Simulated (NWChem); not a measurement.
System: C₃H₂N₂O; SMILES N(=C\C=O)/C#N

NWChem input:

```
start job
memory heap 200 mb stack 900 mb global 1100 mb
geometry units angstroms noautosym nocenter noautoz
  N      0.318314     3.005670     0.000000
  C     -0.004952     1.883135     0.000000
  N     -0.503940     0.640603     0.000000
  C      0.273448    -0.382855     0.000000
  C     -0.355010    -1.736434     0.000000
  O      0.312702    -2.747565     0.000000
  H      1.366476    -0.333907     0.000000
  H     -1.462160    -1.733550     0.000000
end
basis spherical
  N library 6-31g*
  C library 6-31g*
  O library 6-31g*
  H library 6-31g*
end
dft
  xc hfexch
  iterations 150
  mulliken
end
task dft energy
esp
  recalculate
  probe 0.07
  range 0.3
  factor 1.0
  spacing 0.02
end
task esp
```

Parts of the log:

```
             Northwest Computational Chemistry Package (NWChem) 7.3.0
             --------------------------------------------------------

                             Geometry "geometry" -> ""
                             -------------------------

 Output coordinates in angstroms (scale by  1.889725989 to convert to a.u.)

  No.       Tag          Charge          X              Y              Z
 ---- ---------------- ---------- -------------- -------------- --------------
    1 N                    7.0000     0.31831400     3.00567000     0.00000000
    2 C                    6.0000    -0.00495200     1.88313500     0.00000000
    3 N                    7.0000    -0.50394000     0.64060300     0.00000000
    4 C                    6.0000     0.27344800    -0.38285500     0.00000000
    5 C                    6.0000    -0.35501000    -1.73643400     0.00000000
    6 O                    8.0000     0.31270200    -2.74756500     0.00000000
    7 H                    1.0000     1.36647600    -0.33390700     0.00000000
    8 H                    1.0000    -1.46216000    -1.73355000     0.00000000

 Effective nuclear repulsion energy (a.u.)     180.4958659229

  xc_inp: hfexch multiplicative factor not found.

                                 NWChem DFT Module
                                 -----------------

 Summary of "ao basis" -> "ao basis" (spherical)
 ------------------------------------------------------------------------------
       Tag                 Description            Shells   Functions and Types
 ---------------- ------------------------------  ------  ---------------------
 N                           6-31g*                  6       14   3s2p1d
 C                           6-31g*                  6       14   3s2p1d
 O                           6-31g*                  6       14   3s2p1d
 H                           6-31g*                  2        2   2s

            General Information
            -------------------
          SCF calculation type: DFT
          Wavefunction type:  closed shell.
          No. of atoms     :     8
          No. of electrons :    42
           Alpha electrons :    21
            Beta electrons :    21
          Charge           :     0
          Spin multiplicity:     1
          Use of symmetry is: off; symmetry adaption is: off
          Maximum number of iterations: 150
          AO basis - number of functions:    88
                     number of shells:    40
          Convergence on energy requested:  1.00D-06
          Convergence on density requested:  1.00D-05
          Convergence on gradient requested:  5.00D-04

              XC Information
              --------------
                     Hartree-Fock (Exact) Exchange  1.000

      Superposition of Atomic Density Guess
      -------------------------------------

 Sum of atomic energies:        -297.31905625

      Non-variational initial energy
      ------------------------------

 Total energy =    -300.065043
 1-e energy   =    -761.270757
 2-e energy   =     280.709848
 HOMO         =      -0.301088
 LUMO         =      -0.118398

     ---------------------------------------------
      Total Density - Mulliken Population Analysis
     ---------------------------------------------

    Atom       Charge   Shell Charges
 -----------   ------   -------------------------------------------------------
    1 N    7     7.92   2.00  0.89  2.46  0.98  1.56  0.03
    2 C    6     5.14   2.00  0.72  1.57  0.31  0.46  0.07
    3 N    7     7.47   2.00  0.83  2.34  0.86  1.41  0.03
    4 C    6     5.66   2.00  0.73  1.65  0.51  0.72  0.05
    5 C    6     5.33   2.00  0.71  1.52  0.50  0.53  0.07
    6 O    8     8.80   2.00  0.96  3.07  0.94  1.82  0.02
    7 H    1     0.82   0.47  0.35
    8 H    1     0.86   0.48  0.38

   convergence    iter        energy       DeltaE   RMS-Dens  Diis-err
 ---------------- ----- ----------------- --------- --------- ---------
 d= 0,ls=0.0,diis     1   -298.2632117372 -4.79D+02  1.50D-02  1.49D+00
 d= 0,ls=0.0,diis     2   -298.3361823313 -7.30D-02  7.67D-03  1.23D+00
 d= 0,ls=0.0,diis     3   -298.4643555782 -1.28D-01  1.68D-03  1.46D-02
 d= 0,ls=0.0,diis     4   -298.4674660814 -3.11D-03  6.71D-04  4.03D-03
 d= 0,ls=0.0,diis     5   -298.4680994892 -6.33D-04  3.26D-04  5.54D-04
  Resetting Diis
 d= 0,ls=0.0,diis     6   -298.4682060523 -1.07D-04  1.65D-04  7.98D-05
 d= 0,ls=0.0,diis     7   -298.4682291597 -2.31D-05  4.84D-05  1.65D-05
 d= 0,ls=0.0,diis     8   -298.4682313865 -2.23D-06  1.56D-05  5.43D-06
 d= 0,ls=0.0,diis     9   -298.4682323144 -9.28D-07  2.88D-05  1.44D-06
 d= 0,ls=0.0,diis    10   -298.4682328390 -5.25D-07  2.23D-06  5.51D-08

         Total DFT energy =     -298.468232839012
      One electron energy =     -762.413594524857
           Coulomb energy =      321.030925148452
    Exchange-Corr. energy =      -37.581429385544
 Nuclear repulsion energy =      180.495865922937

 Numeric. integr. density =        0.000000000000

                       DFT Final Molecular Orbital Analysis
                       ------------------------------------

 Vector   19  Occ=2.000000D+00  E=-4.793607D-01
              MO Center=  8.7D-03, -1.8D+00, -2.1D-16, r^2= 3.2D+00
   Bfn.  Coefficient  Atom+Function         Bfn.  Coefficient  Atom+Function
  ----- ------------  ---------------      ----- ------------  ---------------
    73      0.433469  6 O  px                77      0.332706  6 O  px
    74      0.289271  6 O  py                48     -0.241246  4 C  s
    78      0.229383  6 O  py                46      0.214319  4 C  py
    88      0.183693  8 H  s                 87      0.175729  8 H  s
    59     -0.166437  5 C  px                49      0.163816  4 C  px

 Vector   20  Occ=2.000000D+00  E=-4.505919D-01
              MO Center= -6.9D-02,  1.8D+00,  1.7D-14, r^2= 2.6D+00
   Bfn.  Coefficient  Atom+Function         Bfn.  Coefficient  Atom+Function
  ----- ------------  ---------------      ----- ------------  ---------------
     3      0.371031  1 N  px                31     -0.331768  3 N  px
    35     -0.280719  3 N  px                17      0.275966  2 C  px
     7      0.257152  1 N  px                34      0.200647  3 N  s
    21      0.174544  2 C  px                 4     -0.136577  1 N  py
    45      0.116105  4 C  px                86      0.115634  7 H  s

 Vector   21  Occ=2.000000D+00  E=-4.398624D-01
              MO Center=  1.0D-01,  1.4D+00, -1.3D-14, r^2= 3.6D+00
   Bfn.  Coefficient  Atom+Function         Bfn.  Coefficient  Atom+Function
  ----- ------------  ---------------      ----- ------------  ---------------
     5      0.372667  1 N  pz                19      0.279774  2 C  pz
     9      0.253866  1 N  pz                33     -0.247898  3 N  pz
    47     -0.242432  4 C  pz                37     -0.220149  3 N  pz
    23      0.190556  2 C  pz                51     -0.184615  4 C  pz
    75      0.150832  6 O  pz                79      0.121116  6 O  pz

 Vector   22  Occ=0.000000D+00  E= 7.077158D-03
              MO Center=  2.5D-03, -3.4D-01, -8.1D-16, r^2= 3.8D+00
   Bfn.  Coefficient  Atom+Function         Bfn.  Coefficient  Atom+Function
  ----- ------------  ---------------      ----- ------------  ---------------
    51      0.419530  4 C  pz                37     -0.374813  3 N  pz
    47      0.305868  4 C  pz                79     -0.299057  6 O  pz
    33     -0.294977  3 N  pz                75     -0.263077  6 O  pz
    65      0.248165  5 C  pz                 9      0.222456  1 N  pz
    61      0.208001  5 C  pz                 5      0.189996  1 N  pz

 Vector   23  Occ=0.000000D+00  E= 1.754596D-01
              MO Center= -9.8D-02, -1.0D+00, -1.5D-15, r^2= 3.8D+00
   Bfn.  Coefficient  Atom+Function         Bfn.  Coefficient  Atom+Function
  ----- ------------  ---------------      ----- ------------  ---------------
    65      0.732802  5 C  pz                51     -0.556297  4 C  pz
    79     -0.439686  6 O  pz                61      0.393180  5 C  pz
    47     -0.284951  4 C  pz                75     -0.284738  6 O  pz
     9     -0.217326  1 N  pz                37      0.211914  3 N  pz
    23      0.175486  2 C  pz                19      0.157943  2 C  pz

 Vector   24  Occ=0.000000D+00  E= 1.925825D-01
              MO Center=  6.6D-01,  1.3D+00, -2.7D-14, r^2= 3.6D+00
   Bfn.  Coefficient  Atom+Function         Bfn.  Coefficient  Atom+Function
  ----- ------------  ---------------      ----- ------------  ---------------
    86      1.129069  7 H  s                 48     -0.819425  4 C  s
    20      0.693072  2 C  s                 49     -0.617805  4 C  px
    21      0.581296  2 C  px                50      0.478142  4 C  py
     6     -0.450556  1 N  s                  7     -0.404183  1 N  px
    34     -0.398816  3 N  s                 62      0.361471  5 C  s

     ---------------------------------------------
      Total Density - Mulliken Population Analysis
     ---------------------------------------------

    Atom       Charge   Shell Charges
 -----------   ------   -------------------------------------------------------
    1 N    7     7.37   2.00  0.84  2.18  0.95  1.36  0.05
    2 C    6     5.51   2.00  0.70  1.92  0.20  0.61  0.08
    3 N    7     7.49   2.00  0.79  2.37  0.92  1.37  0.05
    4 C    6     5.96   2.00  0.71  1.92  0.49  0.77  0.07
    5 C    6     5.70   2.00  0.70  1.87  0.45  0.58  0.10
    6 O    8     8.46   2.00  0.92  2.81  0.97  1.73  0.03
    7 H    1     0.73   0.52  0.22
    8 H    1     0.78   0.52  0.26

     -------------------------------------------
      Total Density - Lowdin Population Analysis
     -------------------------------------------

    Atom       Charge   Shell Charges
 -----------   ------   -------------------------------------------------------
    1 N    7     7.14   1.99  0.76  2.05  0.68  1.58  0.08
    2 C    6     5.95   1.98  0.54  1.73  0.36  1.18  0.16
    3 N    7     7.13   1.99  0.69  2.23  0.53  1.59  0.09
    4 C    6     5.98   1.99  0.55  1.75  0.41  1.14  0.14
    5 C    6     5.90   1.98  0.54  1.69  0.41  1.06  0.21
    6 O    8     8.21   1.99  0.86  2.68  0.71  1.90  0.06
    7 H    1     0.84   0.49  0.35
    8 H    1     0.86   0.50  0.37

     Multipole analysis of the density
     ---------------------------------

     L   x y z        total         alpha         beta         nuclear
     -   - - -        -----         -----         ----         -------
     0   0 0 0     -0.000000    -21.000000    -21.000000     42.000000

     1   1 0 0     -0.143199     -0.626674     -0.626674      1.110150
     1   0 1 0     -0.873017     -0.492265     -0.492265      0.111513
     1   0 0 1      0.000000      0.000000      0.000000      0.000000

     2   2 0 0    -23.991752    -27.136058    -27.136058     30.280364
     2   1 1 0      1.139378     -4.174756     -4.174756      9.488889
     2   1 0 1     -0.000000     -0.000000     -0.000000      0.000000
     2   0 2 0    -40.336287   -323.473701   -323.473701    606.611116
     2   0 1 1      0.000000      0.000000      0.000000      0.000000
     2   0 0 2    -24.144952    -12.072476    -12.072476      0.000000

                     NWChem Electrostatic Potential Fit Module
                     -----------------------------------------

 Atom parameters

 Number of atoms is                                    8
 Number of basis functions is                         88

 Grid parameters

 Maximum number of grid points is                  35060
 Number of grid points is                          35059
 Grid range                                     0.300000 nm
 Grid spacing                                   0.020000 nm
 Probe radius                                   0.070000 nm
 Atom radius factor                             1.000000

 Atomic radii

    1    0.100000
    6    0.147000
    7    0.140000
    8    0.136000
 FASTESP  F
  using M.O. file = ./job.movecs

    Atom              Coordinates                           Charge

                                                  ESP

    1 N     0.031831    0.300567    0.000000   -0.532509
    2 C    -0.000495    0.188314    0.000000    0.644062
    3 N    -0.050394    0.064060    0.000000   -0.533616
    4 C     0.027345   -0.038286    0.000000    0.324831
    5 C    -0.035501   -0.173643    0.000000    0.445328
    6 O     0.031270   -0.274757    0.000000   -0.462160
    7 H     0.136648   -0.033391    0.000000    0.072562
    8 H    -0.146216   -0.173355    0.000000    0.041502
                                            ------------
                                                0.000000

 Dipole moment                                  0.869986

 Quadrupole moment Qxx                         16.383947
                   Qyy                        -32.011945
                   Qzz                         15.627998

 RMS deviation kJ/mol                           0.065187

 RRMS %                                        16.950432
```

Level: Hartree-Fock/6-31G* (spherical d). Structure relaxed at the B3LYP/6-31G* (spherical d) level.
